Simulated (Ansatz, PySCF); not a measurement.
Reaction (SMILES): ClC(Cl)C(Cl)Cl → 2 Cl[CH]Cl (the C-C bond at the site shown breaks; other sites are not compared here)
Each molecule is optimised on its own at B3LYP-D3(BJ)/def2-TZVP (Ansatz, a quantum-chemistry and plane-wave program), one conformer each, not searched for the lowest.
Geometry of the first species:
SMILES: ClC(Cl)C(Cl)Cl
```xyz
8

C     -0.7598     0.0501     0.0707
C      0.7598    -0.0501    -0.0707
Cl     1.3415    -1.6121     0.5674
Cl     1.5548     1.2875     0.8032
Cl    -1.5548    -1.2875    -0.8032
Cl    -1.3415     1.6121    -0.5674
H     -1.0549    -0.0129     1.1125
H      1.0549     0.0129    -1.1125
```
Charge 0, spin multiplicity 1.

Property: bond dissociation energy (enthalpy at 298 K, with B3LYP-D3(BJ) rigid-rotor harmonic-oscillator terms from PySCF), in kJ/mol. Valence correlation only, unless marked. UHF or UKS for open shells. No spin-orbit coupling. Non-relativistic. CBS(X,Y): correlation extrapolated as X^-3; Hartree-Fock from the larger set. The bracket is a focal-point correction in the basis named.

```csv
level,program,bond dissociation energy (kJ/mol)
HF/aug-cc-pV(D+d)Z,Ansatz,215.1
RI-HF/aug-cc-pV(Q+d)Z,Ansatz,199.1
RI-HF/cc-pV(Q+d)Z,Ansatz,199.4
SVWN5/def2-TZVPD,Ansatz,357.1
```

Estimate the value at RI-MP2/CBS(cc-pV(T+d)Z,cc-pV(Q+d)Z)+[CCSD(T)-MP2]/cc-pV(T+d)Z as computed with Ansatz.

339.0 kJ/mol, so SVWN5/def2-TZVPD differs from it by 18.1 kJ/mol.
